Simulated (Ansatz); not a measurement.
Stepwise reaction of `[Br][GeH2][Br]` with hydrogen, as a gas-phase model of exchange steps in deposition or etching. ΔE in kJ/mol; ΔG adds harmonic PBE0-D4 terms to CCSD(T)/CBS, at 1 bar.

Isolated molecules relaxed with PBE0-D4/def2-TZVP in Ansatz; ΔE leaves out vibrations. CBS: MP2 limit from def2 TZ/QZ plus the TZ coupled-cluster correction, frozen cores. This one scheme is used for every species. DFT in def2-TZVPP. B3LYP here is the variant with VWN-RPA as its local correlation; programs differ in this. For Br, Ge outer-core shells are correlated without core-valence functions, which leaves a few kJ/mol of doubt a bond. Scalar relativity is left out up to krypton.

| step | reaction | PBE-D4 | B3LYP-D4 | ωB97M-V | CCSD(T)/CBS | ΔG(500 K) |
| --- | --- | --- | --- | --- | --- | --- |
| 1 | `[Br][GeH2][Br]` + H₂ → `[GeH3][Br]` + HBr | 62.5 | 61.4 | 59.0 | 60.0 | 54.1 |

(1) Give the row of step 2, `[GeH3][Br]` + H₂ → GeH₄ + HBr. (Estimate.)

(2) By hand: ΔE of the 2 steps together at CCSD(T)/CBS.

Results:

(1) Ansatz gave: 
```
step                        reaction  PBE-D4  B3LYP-D4  ωB97M-V  CCSD(T)/CBS  ΔG(500 K)
   2  `[GeH3][Br]` + H₂ → GeH₄ + HBr    58.3      58.6     58.4         58.5       56.5
```

(2) (60.0) + (58.5) = 118.5 kJ/mol, or 59.2 kJ/mol a step.

In ΔE the steps differ by no more than 1.5 kJ/mol. All are uphill at CCSD(T)/CBS. ΔG lies between 54.1 and 56.5 kJ/mol a step. PBE-D4 differs from CCSD(T)/CBS by -0.2 to 2.5 kJ/mol a step. Isolated molecules leave out the surface, adducts and barriers. Largest T1 diagnostic: 0.012.
